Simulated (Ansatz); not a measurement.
Molecule: C7H14, charge 0, multiplicity 1. 
Structure (B3LYP-D3(BJ)/def2-TZVP (Ansatz, an electronic-structure program) minimum search):
```
C
H 1 1.0939
H 1 1.0965 2 106.18
C 1 1.5333 2 108.90 3 -117.16
H 4 1.0969 1 107.57 2 -66.42
C 4 1.5292 5 107.88 1 -118.98
H 6 1.0919 4 111.33 5 60.13
H 6 1.0919 7 107.99 4 122.43
H 6 1.0937 7 107.74 8 116.04
C 4 1.5294 5 107.97 1 121.56
H 10 1.0905 4 112.18 5 -57.37
H 10 1.0919 11 107.54 4 -122.15
H 10 1.0940 11 107.85 12 -115.86
C 1 1.5336 2 108.35 3 117.37
H 14 1.0940 1 109.61 2 66.09
H 14 1.0946 15 106.82 1 -118.35
C 14 1.4969 15 109.65 16 -117.83
C 17 1.3268 14 125.34 15 -3.89
H 18 1.0825 17 121.76 14 -179.36
H 18 1.0846 19 116.81 17 179.81
H 17 1.0879 18 118.93 19 -0.40
```

Total electronic energies in hartree. Correlated levels leave the core frozen unless marked. Spin-orbit coupling is left out. No relativistic terms. CBS(X,Y): correlation extrapolated as X^-3; Hartree-Fock from the larger set. The bracket is a focal-point correction in the basis named.

```json
[
 {"level": "HF/aug-cc-pVTZ", "program": "Ansatz", "energy (Eh)": "-273.30742"},
 {"level": "PBE-D4/def2-TZVPD", "program": "Ansatz + dftd4", "energy (Eh)": "-274.87284"},
 {"level": "r2SCAN-D4/def2-TZVPD", "program": "Ansatz + dftd4", "energy (Eh)": "-275.08069"},
 {"level": "B97M-V/def2-TZVPD", "program": "Ansatz", "energy (Eh)": "-275.26296"},
 {"level": "BHLYP-D4/def2-TZVPD", "program": "Ansatz + dftd4", "energy (Eh)": "-275.09284"},
 {"level": "RI-MP2/cc-pVQZ", "program": "Ansatz", "energy (Eh)": "-274.60662"},
 {"level": "RI-MP2/CBS(cc-pVTZ,cc-pVQZ)", "program": "Ansatz", "energy (Eh)": "-274.6605"},
 {"level": "SCS-MP2/cc-pVTZ", "program": "Ansatz", "energy (Eh)": "-274.52428"},
 {"level": "RI-MP2/CBS(aug-cc-pVTZ,aug-cc-pVQZ)+[CCSD(T)-MP2]/aug-cc-pVTZ", "program": "Ansatz", "energy (Eh)": "-274.7877"}
]
```

Totals of different functionals don't rank their quality; only differences between species are comparable.
